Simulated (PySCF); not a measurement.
C2H9GaN (SMILES [CH3][Ga+]([CH3])<-[NH3]), charge +1, singlet, at a GFN2-xTB geometry (such geometries of metal compounds can be far from the true shape), with bond 9-6 at 2.0 times its length; DF-SVWN5/6-31G* (PySCF).

Input for PySCF:
```python
from pyscf import gto, scf, dft

mol = gto.Mole()
mol.atom = '''
    Ga    0.01230320    0.27085287    0.07317890
    C     1.56217051    0.91239822   -1.08138031
    H     2.48093940    0.40995923   -0.76770611
    H     1.69143509    1.99225895   -0.97680614
    H     1.35524775    0.67334755   -2.12801519
    C    -1.51190352    0.36240503    1.42058717
    H    -2.42862361   -0.00827270    0.95410195
    H    -1.66612628    1.39262866    1.75006911
    H    -1.02537384   -0.87748553    3.15423597
    N    -0.07882585   -1.91227677   -0.51159490
    H    -0.77979814   -2.08684462   -1.23480529
    H    -0.32440056   -2.51666217    0.27535179
    H     0.80874464   -2.25819564   -0.88222419
'''
mol.basis = '6-31g*'
mol.charge = 1
mol.verbose = 4
mol.build()

mf = dft.RKS(mol)
mf.xc = 'lda,vwn'
mf.diis_space = 2
mf = mf.density_fit(auxbasis='def2-universal-jkfit')
mf.kernel()
```

Predict the main parts of the log of this PySCF run.


```
PySCF version 2.14.0

[INPUT] verbose = 4
[INPUT] num. atoms = 13
[INPUT] num. electrons = 58
[INPUT] charge = 1
[INPUT] spin (= nelec alpha-beta = 2S) = 0
[INPUT] symmetry False subgroup None
[INPUT] Mole.unit = angstrom
[INPUT] Symbol           X                Y                Z      unit          X                Y                Z       unit  Magmom
[...]
nuclear repulsion = 267.116391371653
number of shells = 48
number of NR pGTOs = 212
number of NR cGTOs = 92
basis = 6-31g*
ecp = {}

******** <class 'pyscf.df.df_jk.DFRKS'> ********
method = DFRKS
initial guess = minao
damping factor = 0
level_shift factor = 0
DIIS = <class 'pyscf.scf.diis.CDIIS'>
diis_start_cycle = 1
diis_space = 2
diis_damp = 0
SCF conv_tol = 1e-09
SCF conv_tol_grad = None
SCF max_cycles = 50
direct_scf = False
XC library pyscf.dft.libxc version 7.1.2
    S. Lehtola, C. Steigemann, M. J. T. Oliveira, and M. A. L. Marques,  SoftwareX 7, 1–5 (2018)
XC functionals = lda,vwn
    P. A. M. Dirac,  Math. Proc. Cambridge Philos. Soc. 26, 376 (1930)
    F. Bloch,  Z. Phys. 57, 545 (1929)
    S. H. Vosko, L. Wilk, and M. Nusair,  Can. J. Phys. 58, 1200 (1980)
radial grids:
    Treutler-Ahlrichs [JCP 102, 346 (1995); DOI:10.1063/1.469408] (M4) radial grids

becke partition: Becke, JCP 88, 2547 (1988); DOI:10.1063/1.454033
pruning grids: <function nwchem_prune>
grids dens level: 3
symmetrized grids: False
atomic radii adjust function: <function treutler_atomic_radii_adjust>
small_rho_cutoff = 0
Set gradient conv threshold to 3.16228e-05
Initial guess from minao.
tot grids = 151320
init E= -2055.77336466363
[...]
cycle= 1 E= -2056.13312663445  delta_E= -0.36  |g|=    1  |ddm|= 3.04
[...]
cycle= 2 E= -2055.50063371718  delta_E= 0.632  |g|= 1.76  |ddm|= 2.46
[...]
cycle= 3 E= -2056.22618488144  delta_E= -0.726  |g|= 0.462  |ddm|= 1.96
[...]
cycle= 4 E= -2055.90524885649  delta_E= 0.321  |g|= 0.986  |ddm|= 1.47
[...]
cycle= 5 E= -2056.30747100358  delta_E= -0.402  |g|= 0.241  |ddm|= 1.02
[...]
cycle= 6 E= -2056.13147660104  delta_E= 0.176  |g|= 0.694  |ddm|= 0.897
[...]
cycle= 7 E= -2056.30311914739  delta_E= -0.172  |g|= 0.26  |ddm|= 0.843
[...]
cycle= 8 E= -2056.28436262149  delta_E= 0.0188  |g|= 0.395  |ddm|= 0.581
[...]
cycle= 9 E= -2056.28441803473  delta_E= -5.54e-05  |g|= 0.313  |ddm|= 0.489
[...]
cycle= 10 E= -2056.02026335413  delta_E= 0.264  |g|=  0.8  |ddm|= 1.14
[...]
cycle= 11 E= -2056.30903073427  delta_E= -0.289  |g|= 0.24  |ddm|= 0.965
[...]
cycle= 12 E= -2056.20838307996  delta_E= 0.101  |g|= 0.548  |ddm|= 0.734
[...]
cycle= 13 E= -2056.21031661162  delta_E= -0.00193  |g|= 0.525  |ddm|= 0.951
[...]
cycle= 14 E= -2056.22396322984  delta_E= -0.0136  |g|= 0.585  |ddm|= 1.02
[...]
cycle= 15 E= -2056.15543335292  delta_E= 0.0685  |g|= 0.634  |ddm|= 0.951
[...]
cycle= 16 E= -2055.70515002066  delta_E= 0.45  |g|= 1.13  |ddm|= 1.76
[...]
cycle= 17 E= -2056.19679262345  delta_E= -0.492  |g|= 0.646  |ddm|=  1.6
[...]
cycle= 18 E= -2055.78831910289  delta_E= 0.408  |g|= 1.21  |ddm|= 1.68
[...]
cycle= 19 E= -2055.80822044266  delta_E= -0.0199  |g|= 1.15  |ddm|= 2.02
[...]
cycle= 20 E= -2055.83137749314  delta_E= -0.0232  |g|= 1.21  |ddm|= 2.15
[...]
cycle= 21 E= -2055.74550860838  delta_E= 0.0859  |g|= 1.29  |ddm|= 2.14
[...]
cycle= 22 E= -2054.79923627057  delta_E= 0.946  |g|= 1.81  |ddm|= 3.06
[...]
cycle= 23 E= -2055.69380922014  delta_E= -0.895  |g|= 1.34  |ddm|= 2.77
[...]
cycle= 24 E= -2055.06431110459  delta_E= 0.629  |g|=    2  |ddm|= 2.89
[...]
cycle= 25 E= -2054.70943109507  delta_E= 0.355  |g|= 1.98  |ddm|= 3.48
[...]
cycle= 26 E= -2052.09777897221  delta_E= 2.61  |g|= 2.71  |ddm|= 3.72
[...]
cycle= 27 E= -2055.01434251494  delta_E= -2.92  |g|=    2  |ddm|= 3.99
[...]
cycle= 28 E= -2042.53604163443  delta_E= 12.5  |g|= 4.44  |ddm|= 12.4
[...]
cycle= 29 E= -2048.20798519907  delta_E= -5.67  |g|= 3.24  |ddm|= 13.9
[...]
cycle= 30 E= -2037.62068173311  delta_E= 10.6  |g|= 5.16  |ddm|= 12.4
[...]
cycle= 31 E= -2033.3842155101  delta_E= 4.24  |g|= 5.24  |ddm|= 11.6
[...]
cycle= 32 E= -2032.63855683239  delta_E= 0.746  |g|= 5.25  |ddm|= 13.4
[...]
cycle= 33 E= -2019.24079088647  delta_E= 13.4  |g|= 7.03  |ddm|= 13.3
[...]
cycle= 34 E= -1967.90603234365  delta_E= 51.3  |g|= 14.7  |ddm|= 21.8
[...]
cycle= 35 E= -1875.20943605465  delta_E= 92.7  |g|= 14.3  |ddm|= 42.9
[...]
cycle= 36 E= -1980.72204858006  delta_E= -106  |g|= 11.1  |ddm|= 46.1
[...]
cycle= 37 E= -1977.00317760319  delta_E= 3.72  |g|= 10.6  |ddm|= 29.3
[...]
cycle= 38 E= -1852.58709174293  delta_E=  124  |g|= 16.9  |ddm|= 65.3
[...]
cycle= 39 E= -1977.31100242271  delta_E= -125  |g|= 11.8  |ddm|= 66.1
[...]
cycle= 40 E= -1975.33250747389  delta_E= 1.98  |g|= 11.6  |ddm|= 25.8
[...]
cycle= 41 E= -1856.49401134525  delta_E=  119  |g|=   15  |ddm|= 64.3
[...]
cycle= 42 E= -1977.46124196931  delta_E= -121  |g|= 11.8  |ddm|= 66.3
[...]
cycle= 43 E= -1975.7390641708  delta_E= 1.72  |g|= 11.9  |ddm|= 28.2
[...]
cycle= 44 E= -1855.41634824625  delta_E=  120  |g|= 15.6  |ddm|= 64.6
[...]
cycle= 45 E= -1977.41781718588  delta_E= -122  |g|= 11.7  |ddm|= 66.4
[...]
cycle= 46 E= -1975.60938288676  delta_E= 1.81  |g|= 11.8  |ddm|= 27.9
[...]
cycle= 47 E= -1855.72464404738  delta_E=  120  |g|= 15.4  |ddm|= 64.5
[...]
cycle= 48 E= -1977.43150567514  delta_E= -122  |g|= 11.7  |ddm|= 66.4
[...]
cycle= 49 E= -1975.64372095912  delta_E= 1.79  |g|= 11.9  |ddm|=   28
[...]
cycle= 50 E= -1855.63202663495  delta_E=  120  |g|= 15.4  |ddm|= 64.5
SCF not converged.
SCF energy = -1855.63202663495
```

Convergence was not reached.
